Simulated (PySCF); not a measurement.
C2H6BFN2, SMILES C/N=C/B(N)F. Atoms are numbered in the order given.

```xyz
12

C      0.0662     2.6934     0.0000
N     -0.3498     1.3131     0.0000
C      0.5315     0.3898     0.0000
B      0.0721    -1.1233     0.0000
N     -1.2830    -1.4359     0.0000
F      1.0037    -2.0941     0.0000
H      1.1670     2.8322     0.0000
H     -0.3580     3.2032    -0.8822
H     -0.3580     3.2032     0.8822
H      1.6164     0.6443     0.0000
H     -1.6562    -2.3766     0.0000
H     -1.9616    -0.6820     0.0000
```

Coordinates come from a B3LYP-D3(BJ)/def2-SVP optimisation. The structure was generated by enumeration; whether it is a known compound was not checked. One conformer was computed; it need not be the lowest.

Calculation: r2SCAN/def2-TZVP run with PySCF.

Symmetry labels are those of the subgroup Cs that the program uses (full group Cs).

Question: List the valence orbital energies around the gap with their symmetry. (Estimate from the structure and the level; the computed values follow.)

Answer: 
| orbital | symmetry | energy (eV) |
|---|---|---|
| HOMO−7 | A' | -11.26 |
| HOMO−6 | A" | -11.12 |
| HOMO−5 | A" | -10.82 |
| HOMO−4 | A' | -10.05 |
| HOMO−3 | A' | -8.51 |
| HOMO−2 | A" | -8.01 |
| HOMO−1 | A" | -6.98 |
| HOMO | A' | -6.10 |
| LUMO | A" | -2.00 |
| LUMO+1 | A' | 1.13 |
| LUMO+2 | A' | 1.78 |
| LUMO+3 | A" | 2.29 |
